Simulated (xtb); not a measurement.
A run for xtb: GFN2-xTB on AsH5S (a complex), monomers drawn apart or pushed together.

```
$ xtb mol.xyz --gfn 2 --sp --chrg 0 --uhf 0
7

S     -0.28019333     0.37876062     0.35636734
H     -0.42542070    -0.95568377     0.34686382
H      1.00566485     0.29105727     0.73162682
As     0.10656308    -1.40665145     6.88900433
H     -1.36284776    -1.64851732     6.57058929
H     -0.10064389     0.09800857     6.99423836
H     -0.12015288    -1.60732291     8.38653455
```

It printed:

```
[...]
           -------------------------------------------------
          |                Calculation Setup                |
           -------------------------------------------------



molecular fragmentation (1/2 indicates fragments):
1112222
# atoms in fragment 1/2:     3     4
 fragment masses (1/2) :       34.08       77.95
CMA distance (Bohr)    :  12.796
constraining FC (au)   :  0.0500

           -------------------------------------------------
          |                 G F N 2 - x T B                 |
           -------------------------------------------------

        Reference                      10.1021/acs.jctc.8b01176
      * Hamiltonian:
        H0-scaling (s, p, d)           1.850000    2.230000    2.230000
        zeta-weighting                 0.500000
      * Dispersion:
        s8                             2.700000
        a1                             0.520000
        a2                             5.000000
        s9                             5.000000
      * Repulsion:
        kExp                           1.500000    1.000000
        rExp                           1.000000
      * Coulomb:
        alpha                          2.000000
        third order                    shell-resolved
        anisotropic                    true
        a3                             3.000000
        a5                             4.000000
        cn-shift                       1.200000
        cn-exp                         4.000000
        max-rad                        5.000000


          ...................................................
          :                      SETUP                      :
          :.................................................:
          :  # basis functions                  25          :
          :  # atomic orbitals                  23          :
          :  # shells                           11          :
          :  # electrons                        16          :
          :  max. iterations                   250          :
          :  Hamiltonian                  GFN2-xTB          :
          :  restarted?                      false          :
          :  GBSA solvation                  false          :
          :  PC potential                    false          :
          :  electronic temp.          300.0000000     K    :
          :  accuracy                    1.0000000          :
          :  -> integral cutoff          0.2500000E+02      :
          :  -> integral neglect         0.1000000E-07      :
          :  -> SCF convergence          0.1000000E-05 Eh   :
          :  -> wf. convergence          0.1000000E-03 e    :
          :  Broyden damping             0.4000000          :
          :  net charge                          0          :
          :  unpaired electrons                  0          :
          ...................................................

 iter      E             dE          RMSdq      gap      omega  full diag
   1     -8.1638601 -0.816386E+01  0.524E+00    5.06       0.0  T
   2     -8.1653122 -0.145203E-02  0.296E+00    5.31       1.0  T
   3     -8.1655109 -0.198787E-03  0.361E-01    5.08       1.0  T
   4     -8.1658505 -0.339536E-03  0.259E-01    5.12       1.0  T
   5     -8.1658091  0.414314E-04  0.186E-01    5.12       1.0  T
   6     -8.1658674 -0.583965E-04  0.387E-02    5.12       1.0  T
   7     -8.1658705 -0.302699E-05  0.139E-02    5.12       2.7  T
   8     -8.1658708 -0.357172E-06  0.386E-03    5.12       9.8  T
   9     -8.1658709 -0.396032E-07  0.294E-04    5.12     128.7  T
  10     -8.1658709 -0.205524E-10  0.271E-05    5.12    1396.0  T

   *** convergence criteria satisfied after 10 iterations ***

         #    Occupation            Energy/Eh            Energy/eV
      -------------------------------------------------------------
         1        2.0000           -0.7208429             -19.6151
         2        2.0000           -0.6016496             -16.3717
         3        2.0000           -0.5077956             -13.8178
         4        2.0000           -0.4902546             -13.3405
         5        2.0000           -0.4431212             -12.0579
         6        2.0000           -0.4429741             -12.0539
         7        2.0000           -0.4065807             -11.0636
         8        2.0000           -0.3911562             -10.6439 (HOMO)
         9                         -0.2029471              -5.5225 (LUMO)
        10                         -0.1752294              -4.7682
        11                         -0.1743333              -4.7439
        12                         -0.1181445              -3.2149
        13                         -0.0336577              -0.9159
       ...                                ...                  ...
        23                          0.7405552              20.1515
      -------------------------------------------------------------
                  HL-Gap            0.1882091 Eh            5.1214 eV
             Fermi-level           -0.2970516 Eh           -8.0832 eV

 SCC (total)                   0 d,  0 h,  0 min,  0.005 sec
 SCC setup                      ...        0 min,  0.000 sec (  3.682%)
 Dispersion                     ...        0 min,  0.000 sec (  0.916%)
 classical contributions        ...        0 min,  0.000 sec (  0.650%)
 integral evaluation            ...        0 min,  0.001 sec ( 13.330%)
 iterations                     ...        0 min,  0.003 sec ( 57.196%)
 molecular gradient             ...        0 min,  0.001 sec ( 19.930%)
 printout                       ...        0 min,  0.000 sec (  3.994%)

         :::::::::::::::::::::::::::::::::::::::::::::::::::::
         ::                     SUMMARY                     ::
         :::::::::::::::::::::::::::::::::::::::::::::::::::::
         :: total energy              -8.135070762615 Eh    ::
         :: gradient norm              0.020033037999 Eh/a0 ::
         :: HOMO-LUMO gap              5.121429249066 eV    ::
         ::.................................................::
         :: SCC energy                -8.165866687682 Eh    ::
         :: -> isotropic ES            0.004913348608 Eh    ::
         :: -> anisotropic ES          0.000778905658 Eh    ::
         :: -> anisotropic XC          0.003436211840 Eh    ::
         :: -> dispersion             -0.001433271710 Eh    ::
         :: repulsion energy           0.030795925068 Eh    ::
         :: add. restraining           0.000000000000 Eh    ::
         :: total charge               0.000000000000 e     ::
         :::::::::::::::::::::::::::::::::::::::::::::::::::::

           -------------------------------------------------
          |                Property Printout                |
           -------------------------------------------------

    * Orbital Energies and Occupations

         #    Occupation            Energy/Eh            Energy/eV
      -------------------------------------------------------------
         1        2.0000           -0.7208429             -19.6151
         2        2.0000           -0.6016496             -16.3717
         3        2.0000           -0.5077956             -13.8178
         4        2.0000           -0.4902546             -13.3405
         5        2.0000           -0.4431212             -12.0579
         6        2.0000           -0.4429741             -12.0539
         7        2.0000           -0.4065807             -11.0636
         8        2.0000           -0.3911562             -10.6439 (HOMO)
         9                         -0.2029471              -5.5225 (LUMO)
        10                         -0.1752294              -4.7682
        11                         -0.1743333              -4.7439
        12                         -0.1181445              -3.2149
Note: The following floating-point exceptions are signalling: IEEE_UNDERFLOW_FLAG IEEE_DENORMAL
normal termination of xtb
        13                         -0.0336577              -0.9159
        14                         -0.0189377              -0.5153
        15                         -0.0149230              -0.4061
        16                         -0.0049181              -0.1338
        17                         -0.0045957              -0.1251
        18                         -0.0034887              -0.0949
        19                          0.2023852               5.5072
       ...                                ...                  ...
        23                          0.7405552              20.1515
      -------------------------------------------------------------
                  HL-Gap            0.1882091 Eh            5.1214 eV
             Fermi-level           -0.2970516 Eh           -8.0832 eV

     #   Z          covCN         q      C6AA      α(0)
     1  16 S        1.844    -0.341   155.951    21.019
     2   1 H        0.922     0.171     1.261     1.756
     3   1 H        0.922     0.171     1.260     1.756
     4  33 As       2.907     0.091   211.614    26.659
     5   1 H        0.969    -0.030     3.626     2.976
     6   1 H        0.969    -0.030     3.616     2.972
     7   1 H        0.968    -0.032     3.663     2.991

 Mol. C6AA /au·bohr⁶  :       1221.147174
 Mol. C8AA /au·bohr⁸  :      58782.407772
 Mol. α(0) /au        :         60.128617


Wiberg/Mayer (AO) data.
largest (>0.10) Wiberg bond orders for each atom

 ---------------------------------------------------------------------------
     #   Z sym  total        # sym  WBO       # sym  WBO       # sym  WBO
 ---------------------------------------------------------------------------
     1  16 S    1.937 --     2 H    0.968     3 H    0.968
     2   1 H    0.971 --     1 S    0.968
     3   1 H    0.971 --     1 S    0.968
     4  33 As   2.973 --     6 H    0.991     5 H    0.991     7 H    0.991
     5   1 H    0.999 --     4 As   0.991
     6   1 H    0.999 --     4 As   0.991
     7   1 H    0.999 --     4 As   0.991
 ---------------------------------------------------------------------------

Topologies differ in total number of bonds
Writing topology from bond orders to xtbtopo.mol

molecular dipole:
                 x           y           z       tot (Debye)
 q only:        0.477      -0.516       0.040
   full:        0.332      -0.502       0.243       1.651
molecular quadrupole (traceless):
                xx          xy          yy          xz          yz          zz
 q only:        1.212       0.367       1.302       2.803      -1.165      -2.514
  q+dip:       -0.636       1.637      -1.560      -1.699       0.777       2.196
   full:       -0.636       2.159      -1.036      -0.938       0.524       1.672


           -------------------------------------------------
          | TOTAL ENERGY               -8.135070762615 Eh   |
          | GRADIENT NORM               0.020033037999 Eh/α |
          | HOMO-LUMO GAP               5.121429249066 eV   |
           -------------------------------------------------

------------------------------------------------------------------------
------------------------------------------------------------------------
 total:
 SCF:
```

The run finished.

Cost: around 0.07 core-seconds (rough).
